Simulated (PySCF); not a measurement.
Al(CF3)(OH)2 (CH2AlF3O2), SMILES [OH][Al]([OH])[C](F)(F)F. Heavy atoms are numbered as in [Al:1]([C:2]([F:3])([F:4])[F:5])([OH:6])[OH:8]. Hydrogens are named by the atom that carries them.

Geometry optimised at B3LYP-D3(BJ)/def2-SVP. The structure was generated by enumeration; whether it is a known compound was not checked. One conformer was computed; it need not be the lowest.

Computed with HF/pcSseg-1 run with PySCF.

GIAO shieldings, no solvent; atoms alike by connectivity are averaged. δ = σ(ref) − σ: ¹³C against TMS (σ = 192.6 ppm); ¹⁹F against CFCl3 (σ = 238.5 ppm); ¹⁷O against H2O (σ = 333.0 ppm); ¹H against TMS (σ = 31.99 ppm), references at their B3LYP-D3(BJ)/def2-TZVP geometries, non-relativistic.

| atoms | nucleus | count | δ (ppm) |
|---|---|---|---|
| C2 | ¹³C | 1 | 122.4 |
| F3 | ¹⁹F | 3 | ? |
| O6 (OH) | ¹⁷O | 2 | ? |
| H on O6 | ¹H | 2 | 2.56 |

Task: What belongs in the gaps? (Estimate from the structure and the level; the computed values follow.)

Result: 
- O6 (OH), δ (ppm): 6.7
- F3, δ (ppm): -49.7
